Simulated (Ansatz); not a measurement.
Z-matrix (Å, degrees):
```
Zr
F 1 1.924
N 1 2.022 2 108.1
C 1 3.254 2 154.5 3 -137.1
C 1 3.190 2 115.0 3 -19.1
F 1 1.932 2 111.0 3 117.4
C 1 3.174 2 128.3 3 -123.6
C 1 2.914 2 95.5 3 24.6
N 1 2.026 2 108.8 3 -116.1
H 1 2.670 2 89.7 3 -112.3
H 4 1.092 3 148.6 1 -170.5
H 4 1.095 1 72.7 2 142.4
H 4 1.094 1 68.1 2 -98.5
H 5 1.091 1 83.2 2 -106.8
H 5 1.100 1 122.9 2 -0.0
H 5 1.100 1 122.6 2 146.0
C 7 1.527 1 124.9 2 86.1
C 7 1.527 1 118.0 2 -60.7
H 8 1.099 1 125.1 2 -37.6
H 8 1.099 1 125.3 2 158.3
H 8 1.099 1 71.7 2 60.5
H 17 1.093 7 111.1 1 152.0
H 17 1.094 7 110.7 1 -88.3
H 17 1.092 7 110.6 1 31.5
H 18 1.093 7 110.6 1 90.7
H 18 1.092 7 110.5 1 -28.9
H 18 1.093 7 111.2 1 -149.4
```

Total charge 0; spin multiplicity 1. Zr takes the def2 core potential.

(1) List the PBE0/def2-TZVPP orbital energies in eV (Ansatz). (Estimate.)

## Answers

(1) Ansatz gave: Occupied: -672.72, -672.63, -390.96, -390.84, -279.53, -278.92, -278.74, -278.08, -278.00, -277.93, -58.63, -35.84, -35.41, -34.96, -30.72, -30.22, -24.89, -24.79, -21.28, -19.98, -19.63, -19.49, -17.01, -15.67, -13.62, -13.15, -12.90, -12.82, -12.79, -12.62, -11.86, -11.78, -11.64, -11.31, -11.28, -11.25, -11.20, -11.05, -10.87, -10.62, -10.51, -10.45, -9.96, -9.79, -9.18, -9.04, -7.09, -6.50. Lowest empty: -0.35, 0.01, 0.06, 0.57, 0.72, 0.88, 1.08, 1.22.
